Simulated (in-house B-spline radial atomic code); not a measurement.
A radial electron density 4πr²n(r) was computed for an atom or ion in its tabulated ground configuration with a B-spline radial code for spherical atoms; method: non-relativistic Hartree-Fock, average of configuration. Columns: r (bohr), 4πr²n(r) (electrons per bohr), bar.

```
 0.00195    1.137 #
 0.00231    1.557 #
 0.00274    2.128 ##
 0.00325    2.892 ###
 0.00385    3.896 ###
 0.00457    5.227 #####
 0.00542     6.94 ######
 0.00644    9.144 ########
 0.00763    11.84 ###########
 0.00906    15.15 ##############
  0.0107    18.92 #################
  0.0127    23.29 #####################
  0.0151    28.02 #########################
  0.0179    32.65 #############################
  0.0213     36.9 #################################
  0.0253    40.06 ####################################
    0.03    41.66 #####################################
  0.0355    41.51 #####################################
  0.0422    39.74 ####################################
    0.05    37.21 #################################
  0.0593    35.21 ################################
  0.0704    35.18 ################################
  0.0835    37.93 ##################################
  0.0991    42.85 ######################################
   0.118    47.69 ###########################################
   0.139    49.09 ############################################
   0.165    45.05 ########################################
   0.196     35.8 ################################
   0.233    25.04 ######################
   0.276    17.89 ################
   0.328    16.54 ###############
   0.389    18.97 #################
   0.461    20.35 ##################
   0.547    17.53 ################
   0.649    11.48 ##########
    0.77    5.529 #####
   0.914     1.88 ##
    1.08   0.4493 
    1.29  0.06063 
    1.53 0.005139 
    1.81 0.0002448
```

Task: Which atom or ion is it?
A. Se16+
B. As16+
C. Br16+
D. Se17+

Result: A. The area under the curve, ∫4πr²n dr = ∫r·4πr²n d(ln r) on this logarithmic grid, is 18 electrons, which only this option has. The configuration is [Ne] 3s2 3p6.
